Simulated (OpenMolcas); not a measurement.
# A ladder of methods for CH7BSi2 (SMILES CB1[SiH2][SiH2]1)

CH7BSi2 has 11 atoms, charge 0, and is taken as a singlet. As SMILES, `CB1[SiH2][SiH2]1`. The coordinates come from a PBE0-D4/def2-TZVP relaxation.

```xyz
11

C    -0.2639    1.7935    0.0995
B    -0.4506    0.2430   -0.0166
Si    0.0188   -1.1486    1.1994
Si    0.2103   -0.9829   -1.3188
H     0.1656    2.1218    1.0488
H    -1.2713    2.2291    0.0511
H     0.3010    2.2380   -0.7230
H    -0.4792   -2.5413    1.1070
H     0.8769   -0.9754    2.4039
H     1.2390   -0.6628   -2.3466
H    -0.2812   -2.3712   -1.4842
```

Quantity: the energy change with the Si3–H9 bond stretched from 1.489 to 2.680 Å, in eV. The values are calculated.

| level | kind | program | value (eV) | less CCSD(T)/6-31G* | CPU time (all runs) |
| --- | --- | --- | --- | --- | --- |
| HF/6-31G* (spherical functions) (restricted) | Hartree–Fock | OpenMolcas | 3.72 | +1.07 | 20 s |
| SVWN5/6-31G* (spherical functions) (restricted) | LDA | OpenMolcas | 2.81 | +0.16 | 77 s |
| TPSS/6-31G* (spherical functions) (restricted) | meta-GGA | OpenMolcas | 2.97 | +0.32 | 2.7 min |
| B3LYP/6-31G* (spherical functions) (restricted) | global hybrid | OpenMolcas | 3.03 | +0.38 | 99 s |
| PBE0/6-31G* (spherical functions) (restricted) | global hybrid | OpenMolcas | 3.13 | +0.48 | 97 s |
| B2PLYP/6-31G* (spherical functions) (restricted) | double hybrid | OpenMolcas | 3.11 | +0.46 | 69 s |
| MP2/6-31G* (spherical functions) (restricted) | perturbation theory | OpenMolcas | 3.22 | +0.57 | 15 s |
| CCSD(T)/6-31G* (spherical functions) (restricted) | coupled cluster or CI | OpenMolcas | 2.65 | 0.00 | 79 s |

CCSD(T)/6-31G* (spherical functions) (restricted) is the highest level here, not the true value. At this stretch a single reference begins to fail. The first shape isn't each level's own minimum. The values span 2.65 to 3.72 eV. Times are those of the runs behind each value, whatever else they computed, on shared processors of several kinds: orders of magnitude only.
